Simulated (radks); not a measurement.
All-electron atom: Pt LIII in [Ar] 3d8 (the NIST ground configuration). Calculated with a radial shooting solver on a logarithmic mesh with Libxc functionals: Dirac Kohn-Sham, relativistic LDA (MacDonald-Vosko exchange, VWN5 correlation), spin-unpolarised, spherical densities, finite nucleus; open shells fill j = l - 1/2 first; Fermi nuclear charge, rms radius 5.427 fm. Some entries of the table are withheld. Estimate them.

orbital  occ.  eigenvalue (eV)  r(max) (bohr)
1s1/2       2        -80807.35        0.01067
2s1/2       2        -16679.89        0.06160
2p1/2       2              (1)            (2)
2p3/2       4              (3)            (4)
3s1/2       2        -6005.404            (5)
3p1/2       2        -5775.592         0.1588
3p3/2       4        -5368.682         0.1726
3d3/2       4              (6)            (7)
3d5/2       4              (8)            (9)

Answer. 
(1) 2p1/2 eigenvalue (eV): -16145.89
(2) 2p1/2 r(max) (bohr): 0.04541
(3) 2p3/2 eigenvalue (eV): -14427.63
(4) 2p3/2 r(max) (bohr): 0.05261
(5) 3s1/2 r(max) (bohr): 0.1706
(6) 3d3/2 eigenvalue (eV): -5002.686
(7) 3d3/2 r(max) (bohr): 0.1334
(8) 3d5/2 eigenvalue (eV): -4911.913
(9) 3d5/2 r(max) (bohr): 0.1372
